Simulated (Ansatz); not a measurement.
Level of theory: frozen-core CCSD(T)/cc-pVDZ // r2SCAN-D4/def2-SVP (Ansatz, a program for electronic structure). The restricted HF reference is unstable towards unrestricted orbitals.

Ansatz 0.2 input:
```yaml
crystal:
  periodic: [false, false, false]
  atoms:
    - { symbol: B, position_ang: [2.251935, 1.434429, -0.388892] }
    - { symbol: C, position_ang: [1.353569, 0.218295, -0.113406] }
    - { symbol: C, position_ang: [1.867606, -1.065065, 0.099569] }
    - { symbol: C, position_ang: [3.228176, -1.45748, 0.100654] }
    - { symbol: N, position_ang: [4.339975, -1.81179, 0.108054] }
    - { symbol: S, position_ang: [0.65655, -2.280454, 0.391354] }
    - { symbol: C, position_ang: [-0.61665, -1.098637, 0.238248] }
    - { symbol: C, position_ang: [-1.991064, -1.341797, 0.357335] }
    - { symbol: C, position_ang: [-2.857023, -0.263406, 0.201995] }
    - { symbol: C, position_ang: [-2.363256, 1.029175, -0.066263] }
    - { symbol: C, position_ang: [-0.999063, 1.2639, -0.183274] }
    - { symbol: C, position_ang: [-0.092188, 0.194952, -0.031885] }
    - { symbol: H, position_ang: [3.448258, 1.298027, -0.425037] }
    - { symbol: H, position_ang: [1.764511, 2.52364, -0.568875] }
    - { symbol: H, position_ang: [-2.371251, -2.345125, 0.565451] }
    - { symbol: H, position_ang: [-3.935151, -0.42374, 0.289792] }
    - { symbol: H, position_ang: [-3.066491, 1.858147, -0.183601] }
    - { symbol: H, position_ang: [-0.61844, 2.266928, -0.391217] }
basis:
  gaussian: { orbitals: cc-pVDZ }
correlation:
  method: ccsd_t
```

Output:

```
Functional definition: HF
1912 factors; integrals over basis functions are off by at most 1.0e-3 eV
mean field evaluation 1: about -22332.5280 eV, gradient 4.6e1 eV
mean field evaluation 2: about -22333.0895 eV, gradient 4.6e1 eV
mean field evaluation 4: about -22339.7865 eV, gradient 8.7e0 eV
mean field evaluation 8: about -22340.0532 eV, gradient 7.4e-1 eV
mean field evaluation 16: about -22340.0576 eV, gradient 3.1e-6 eV
mean field -22340.05764375 eV, -820.9819757730 hartree, gradient 3.1e-6 eV, S^2 0.000000; 0 other end points of the search recorded, 0 dependent functions left out; unrestricted orbitals would lower it
16 core orbitals not correlated
reference -22340.05764375 eV, -820.9819757730 hartree; 28, 28 occupied and 158, 158 virtual orbitals, 1912 factors
second order -41.57102767 eV of doubles, -0.00000000 eV of singles
cycle   1  -41.12137103 eV  change    4.5e-1 eV  update   1.8e-1
cycle   2  -42.48931568 eV  change    -1.4e0 eV  update   6.0e-2
cycle   3  -42.80689309 eV  change   -3.2e-1 eV  update   2.8e-2
cycle   4  -42.81168800 eV  change   -4.8e-3 eV  update   9.2e-3
cycle   5  -42.81435862 eV  change   -2.7e-3 eV  update   5.4e-3
cycle   6  -42.81771447 eV  change   -3.4e-3 eV  update   2.1e-3
cycle   7  -42.81630686 eV  change    1.4e-3 eV  update   1.1e-3
cycle   8  -42.81586391 eV  change    4.4e-4 eV  update   5.0e-4
cycle   9  -42.81585709 eV  change    6.8e-6 eV  update   2.1e-4
cycle  10  -42.81579248 eV  change    6.5e-5 eV  update   7.4e-5
cycle  11  -42.81571084 eV  change    8.2e-5 eV  update   3.0e-5
cycle  12  -42.81574375 eV  change   -3.3e-5 eV  update   1.6e-5
perturbative correction -2.09781937 eV, -0.0770934398 hartree
Total energy: -22384.97120687 eV, -822.6325187741 hartree
```

Cost: about 11 core-minutes (a rough figure).
